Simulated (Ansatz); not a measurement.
Total energies of (BeS)2 ring (Be2S2) from Ansatz at CCSD(T)/def2-TZVPD, gas phase (1 Eh = 27.2114 eV = 2625.5 kJ/mol). The reference geometry is relaxed at PBE0-D4/def2-TZVP.

```csv
state,geometry,energy (Eh)
charge 0 singlet,reference,-825.01006
charge -1 doublet,reference,-825.05905
free Be atom (singlet),–,-14.64929
free S atom (triplet),–,-397.64589
```

Correlated methods freeze 10 core orbitals.

Q: Work out the vertical electron affinity, to the doublet.

A: E(charge 0 singlet) − E(charge -1 doublet) = -825.01006 − (-825.05905) = 0.04899 Eh = 1.33 eV.

Q: What is the binding energy per atom against free atoms?

A: Atoms: 2 × (-14.64929) + 2 × (-397.64589) = -824.59036 Eh. Binding: -824.59036 − (-825.01006) = 0.41970 Eh = 11.42 eV, or 2.86 eV for each of 4 atoms (no zero-point energy, no counterpoise term).
